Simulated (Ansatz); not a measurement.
cyclo-(F2GeNH)3 (Ge3N3F6H3). Total charge 0; singlet. Geometry PBE-D4/def2-SVP; atoms count from 1.

```csv
atom,x (Å),y (Å),z (Å)
Ge1,1.020,-1.583,0.179
F2,1.668,-2.344,1.605
F3,1.559,-2.669,-1.071
N4,-0.790,-1.511,0.240
Ge5,-1.889,-0.077,0.082
F6,-2.934,0.066,1.467
F7,-3.042,-0.309,-1.203
N8,-0.929,1.440,-0.175
Ge9,0.869,1.661,-0.261
F10,1.420,2.825,0.910
F11,1.328,2.426,-1.757
N12,1.720,0.075,-0.039
H13,-1.261,-2.413,0.367
H14,-1.483,2.293,-0.305
H15,2.744,0.123,-0.040
```

Estimate the Mulliken populations from the PBE0/def2-TZVP orbitals of Ansatz.


```tsv
atom	charge (e)
Ge1	1.03
F2	-0.35
F3	-0.35
N4	-0.60
Ge5	1.03
F6	-0.35
F7	-0.35
N8	-0.60
Ge9	1.03
F10	-0.35
F11	-0.35
N12	-0.60
H13	0.27
H14	0.27
H15	0.27
```
Mulliken values and Mayer orders depend strongly on the basis.

And the Mayer bond orders between bonded heavy atoms (over 0.3)?

Ge1–F2 1.02 (1.74 Å); Ge1–F3 1.02 (1.74 Å); Ge1–N4 1.03 (1.81 Å); Ge1–N12 1.03 (1.81 Å); N4–Ge5 1.03 (1.81 Å); Ge5–F6 1.02 (1.74 Å); Ge5–F7 1.02 (1.74 Å); Ge5–N8 1.03 (1.81 Å); N8–Ge9 1.03 (1.81 Å); Ge9–F10 1.02 (1.74 Å); Ge9–F11 1.02 (1.74 Å); Ge9–N12 1.03 (1.81 Å).
